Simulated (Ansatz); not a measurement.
C3H4O, SMILES `C=C[C]O` (lower singlet; C–C–C–O torsion -180°, C–C–O–H torsion 0°) (charge 0, multiplicity 1). This singlet lies 0.62 eV below the relaxed triplet at the level B3LYP/cc-pVTZ // PBE0-D3(BJ)/def2-TZVP (Ansatz, an electronic-structure program).

Cartesian coordinates (Å):
```xyz
8

C     -1.4005    -0.0516    -0.0826
C     -0.0928     0.1933    -0.0060
C      0.8346    -0.9317     0.0493
O      2.0755    -0.5374     0.1230
H     -1.7439    -1.0800    -0.1026
H     -2.1408     0.7394    -0.1261
H      0.2827     1.2278     0.0156
H      2.1851     0.4401     0.1294
```
Charge 0, multiplicity 1.

Frozen-core energies in 6-31g from Ansatz at a geometry from PBE0-D3(BJ)/def2-TZVP; the HF reference has <S^2> = 0.00 (restricted, and unstable towards unrestricted orbitals) and the T1 diagnostic is 0.019.

```csv
level,energy (Ha)
HF,-190.58913
MP2,-190.95702
CCSD,-190.99195
CCSD(T),-191.00472
```

Q: Estimate the energies of CCSDT and CCSDT(Q), and give each level's difference from CCSDT(Q).

A: 
```tsv
level	energy (Ha)	difference from CCSDT(Q) (mHa)
MP2	-190.95702	49.77
CCSD	-190.99195	14.83
CCSD(T)	-191.00472	2.06
CCSDT	-191.00558	1.20
CCSDT(Q)	-191.00678	0.00
```
